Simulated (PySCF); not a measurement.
C₅H₁₅NSi, triplet, at the geometry of the source list (a higher spin typed on purpose: for a closed-shell molecule this is an excited state) (in this run its highest filled SCF level lies above zero, so its values depend strongly on the basis, on diffuse functions most of all). Base run: DF-B3LYP/STO-3G run with PySCF.

The PySCF input:
```python
from pyscf import gto, scf, dft

mol = gto.Mole()
mol.atom = '''
    C     1.686400   -1.006400    1.031900
    N     1.101300   -0.023300    0.152800
    C     1.987400    0.304100   -0.937700
    Si   -0.618600    0.150700    0.005700
    C    -1.480600   -1.211200   -1.032100
    C    -1.348500    0.122600    1.763800
    C    -0.954800    1.836600   -0.812300
    H     1.032600   -1.179200    1.881100
    H     1.859100   -1.961900    0.521200
    H     2.649300   -0.641600    1.400300
    H     2.180700   -0.561900   -1.583000
    H     1.555500    1.097100   -1.540100
    H     2.945800    0.649400   -0.540000
    H    -1.320400   -2.197000   -0.603200
    H    -2.553700   -1.054900   -1.092200
    H    -1.099300   -1.234600   -2.049800
    H    -0.802100    0.776600    2.435800
    H    -1.339800   -0.875900    2.190700
    H    -2.381100    0.455200    1.749400
    H    -2.003700    2.098500   -0.720400
    H    -0.718900    1.827400   -1.872200
    H    -0.376400    2.629800   -0.349500
'''
mol.basis = 'sto-3g'
mol.charge = 0
mol.spin = 2
mol.verbose = 4
mol.build()

mf = dft.UKS(mol)
mf.xc = 'b3lyp'
mf = mf.density_fit(auxbasis='def2-universal-jkfit')
mf.kernel()
mf.analyze()
```

Variants of this job, named by their change:

```json
[
 {"change": "base", "basis functions": "54", "E (Eh)": "-537.13435", "HOMO (eV)": "5.26", "dipole (D)": "3.08", "core-seconds (rough)": "20"},
 {"change": "basis = LANL2DZ", "basis functions": "92", "E (Eh)": "-257.96408", "HOMO (eV)": "0.72", "dipole (D)": "1.78", "core-seconds (rough)": "30"},
 {"change": "basis = 3-21G", "basis functions": "97", "E (Eh)": "-540.72648", "HOMO (eV)": "0.86", "dipole (D)": "2.01", "core-seconds (rough)": "30"},
 {"change": "basis = pcseg-0", "basis functions": "97", "E (Eh)": "-542.65344", "HOMO (eV)": "0.02", "dipole (D)": "1.64", "core-seconds (rough)": "40"},
 {"change": "basis = 6-31G", "basis functions": "97", "E (Eh)": "-543.52514", "HOMO (eV)": "0.43", "dipole (D)": "1.46", "core-seconds (rough)": "30"},
 {"change": "basis = 6-31G*", "basis functions": "132", "E (Eh)": "-543.61495", "HOMO (eV)": "0.43", "dipole (D)": "1.45", "core-seconds (rough)": "40"},
 {"change": "basis = def2-SV(P)", "basis functions": "132", "E (Eh)": "-543.33503", "HOMO (eV)": "-0.24", "dipole (D)": "1.11", "core-seconds (rough)": "40"},
 {"change": "basis = 6-31G**", "basis functions": "177", "E (Eh)": "-543.63794", "HOMO (eV)": "0.41", "dipole (D)": "1.45", "core-seconds (rough)": "60"},
 {"change": "basis = cc-pVDZ", "basis functions": "177", "E (Eh)": "-543.64682", "HOMO (eV)": "-0.19", "dipole (D)": "1.04", "core-seconds (rough)": "70"},
 {"change": "basis = def2-SVP", "basis functions": "177", "E (Eh)": "-543.37361", "HOMO (eV)": "-0.24", "dipole (D)": "1.09", "core-seconds (rough)": "60"},
 {"change": "basis = pc-1", "basis functions": "177", "E (Eh)": "-543.62198", "HOMO (eV)": "-0.53", "dipole (D)": "0.97", "core-seconds (rough)": "60"},
 {"change": "basis = pcseg-1", "basis functions": "177", "E (Eh)": "-543.60592", "HOMO (eV)": "-0.56", "dipole (D)": "0.97", "core-seconds (rough)": "50"},
 {"change": "basis = 6-311G**", "basis functions": "224", "E (Eh)": "-543.74867", "HOMO (eV)": "-0.62", "dipole (D)": "1.04", "core-seconds (rough)": "70"}
]
```

Totals compare only among sets that treat the same electrons; sets with core potentials leave the core out.

Open shells are given as the SCF converged; they aren't shown to be the lowest states, and a large step between rows can be another state.
